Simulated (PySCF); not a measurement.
MoO2FCl, SMILES [Cl][Mo]([F])(=[O])=[O], multiplicity 1. Geometry optimised at B3LYP-D3(BJ)/def2-SVP. The multiplicity is an assumed one; no other spin state was optimised. The structure was generated by enumeration; whether it is a known compound was not checked. The def2 effective core potentials stand for the cores of Mo; spin–orbit coupling is left out.

Calculation: B3LYP-D3(BJ)/def2-SVP (PySCF).

Harmonic wavenumbers (cm⁻¹): 149, 192, 239, 254, 358, 443, 723, 1042, 1065. Rotational constants (GHz): 3.742, 2.057, 1.903; symmetry number 1.

Question: Work out the zero-point energy and the ideal-gas rigid-rotor harmonic-oscillator thermochemistry at 298.15 K and 1 atm.

Answer: ZPE = ½ Σ hcν = ½ × 4464 cm⁻¹ = 6.38 kcal/mol. H − E(el) = 10.63 kcal/mol. Entropy in cal/(mol K): translation 41.51, rotation 27.49, vibration 10.79, total 79.78. G − E(el) = -13.16 kcal/mol. Cp = 19.61 cal/(mol K). Modes under 150 cm⁻¹ make the vibrational entropy uncertain.
